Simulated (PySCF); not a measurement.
Si(CCH)(Cl)(Me)2 (C₄H₇ClSi), SMILES C#C[Si](C)(C)Cl. The structure is a stationary point at PBE-D3(BJ)/def2-SVP.

### Question
Give the equilibrium geometry at PBE-D3(BJ)/def2-SVP (PySCF confirms it by a frequency run) as Cartesian coordinates in Å, and its point group. (An estimate is asked for; the answer gives what the named calculation found.)

### Answer
point group Cs.
```xyz
13

C     -0.7906     2.8055     0.0000
C     -0.3551     1.6562     0.0000
Si     0.3357    -0.0507     0.0000
C      1.3294    -0.3326    -1.5653
C      1.3294    -0.3326     1.5653
Cl    -1.2830    -1.3852     0.0000
H     -1.1798     3.8156     0.0000
H      0.6985    -0.1732    -2.4616
H      2.1841     0.3733    -1.6088
H      1.7235    -1.3684    -1.5929
H      1.7235    -1.3684     1.5929
H      2.1841     0.3733     1.6088
H      0.6985    -0.1732     2.4616
```
Charge 0, spin multiplicity 1.
